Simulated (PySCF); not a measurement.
Cl2HSi, SMILES Cl[SiH]Cl (connectivity only; charge and spin as stated), charge +1, multiplicity 1. Atoms are numbered in the order given.

```xyz
4

Cl     0.0000    -1.6983    -0.3244
Si     0.0000     0.0000     0.6377
Cl     0.0000     1.6983    -0.3244
H      0.0000     0.0000     2.1006
```
Charge +1, spin multiplicity 1.

Geometry optimised at TPSSh-D3(BJ)/def2-TZVP. The spin state was assumed, not searched. The isomer is the one that the SMILES or the coordinates give; other isomers of the formula were not compared.

These are TDDFT-ωB97X/def2-SVPD (PySCF) values and carry that method's errors.

Vertical excitations.  State labels are in the subgroup C2v.

| state | symmetry | energy (eV) | λ (nm) | f | main pairs |
|---|---|---|---|---|---|
| S1 | A2 | 5.86 | 211 | 0.000 | HOMO→LUMO 99 % |
| S2 | B1 | 6.03 | 206 | 0.001 | HOMO−2→LUMO 99 % |
| S3 | B2 | 6.68 | 186 | 0.081 | HOMO−1→LUMO 91 % |
| S4 | A1 | 7.61 | 163 | 0.015 | HOMO−3→LUMO 91 % |
| S5 | B2 | 7.81 | 159 | 0.056 | HOMO→LUMO+1 89 % |
| S6 | A2 | 7.81 | 159 | 0.000 | HOMO−1→LUMO+1 97 % |
| S7 | A1 | 8.13 | 153 | 0.066 | HOMO−2→LUMO+1 91 % |
| S8 | B1 | 8.21 | 151 | 0.002 | HOMO−4→LUMO 97 % |
| S9 | A2 | 8.48 | 146 | 0.000 | HOMO−5→LUMO 98 % |
| S10 | B1 | 8.86 | 140 | 0.051 | HOMO−3→LUMO+1 91 % |
| T1 | A2 | 5.70 | 217 | 0 | HOMO→LUMO 98 % |
| T2 | B2 | 5.73 | 217 | 0 | HOMO−1→LUMO 98 % |
| T3 | B1 | 5.75 | 216 | 0 | HOMO−2→LUMO 97 % |
| T4 | A1 | 6.45 | 192 | 0 | HOMO−3→LUMO 97 % |
Triplets are in the Tamm–Dancoff approximation, which puts them higher than full response would, so one can lie above its singlet here.
